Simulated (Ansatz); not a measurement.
Total energies of (HBAsH)3 ring (B3As3H6) from Ansatz at PBE-D4/def2-TZVPD, gas phase (1 Eh = 27.2114 eV = 2625.5 kJ/mol). The reference geometry is relaxed at PBE-D4/def2-SVP.

```xyz
12

B     0.724    0.377    1.339
H     1.414   -0.211    2.149
As    1.623    0.923   -0.375
B     0.501   -0.361   -1.442
H     1.086   -1.298   -1.949
As   -1.513   -0.317   -1.749
B    -1.396    0.806   -0.102
H    -1.106    1.948   -0.428
As   -1.222    0.646    1.881
H     2.917    0.106   -0.262
H    -1.648   -1.753   -1.207
H    -1.380   -0.865    2.144
```

| state | geometry | energy (Eh) |
| --- | --- | --- |
| charge 0 singlet | reference | -6784.65904 |
| charge -1 doublet | reference | -6784.70476 |
| free B atom (doublet) | – | -24.61015 |
| free H atom (doublet) | – | -0.49962 |
| free As atom (quartet) | – | -2235.47048 |

(1) Work out the vertical electron affinity, to the doublet.

(2) What is the binding energy per atom against free atoms?

(1) E(charge 0 singlet) − E(charge -1 doublet) = -6784.65904 − (-6784.70476) = 0.04572 Eh = 1.24 eV.

(2) Atoms: 3 × (-24.61015) + 6 × (-0.49962) + 3 × (-2235.47048) = -6783.23961 Eh. Binding: -6783.23961 − (-6784.65904) = 1.41943 Eh = 38.62 eV, or 3.22 eV for each of 12 atoms (no zero-point energy, no counterpoise term).

At PBE-D4/def2-TZVPD the highest occupied level of the charge -1 doublet lies above zero (up to 0.98 eV). By energy differences its removal costs 1.24 eV (vertical, to the charge 0 singlet, at PBE-D4/def2-TZVPD); a positive level beside a positive removal energy at the same level points to self-interaction error.
